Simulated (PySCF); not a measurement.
# Radial density of Ti+ (titanium, charge +1)

UHF, [Ar] 3d2 4s1, high-spin 4F determinant. Calculation: PySCF 2.14, in cc-pVTZ-DK; scalar relativity by spin-free X2C-1e.

```csv
r (bohr),4πr²ρ (e/bohr),4πr²(ρα − ρβ)
0.00124,0.1784,0.0001
0.00209,0.4562,0.0002
0.00351,1.142,0.0005
0.00591,2.757,0.0011
0.00994,6.253,0.0025
0.0167,12.70,0.0049
0.0281,21.30,0.0074
0.0473,26.18,0.0061
0.0795,21.80,-0.0011
0.134,20.74,0.0092
0.225,28.11,0.0801
0.379,15.76,0.3279
0.637,8.290,1.0127
1.07,9.193,1.3091
1.80,2.350,0.8707
3.03,0.5377,0.5092
5.10,0.09099,0.0910
8.57,0.0009883,0.0010
```

Densities and radii are taken from the X2C orbitals without a picture-change correction, which distorts them close to the nucleus.
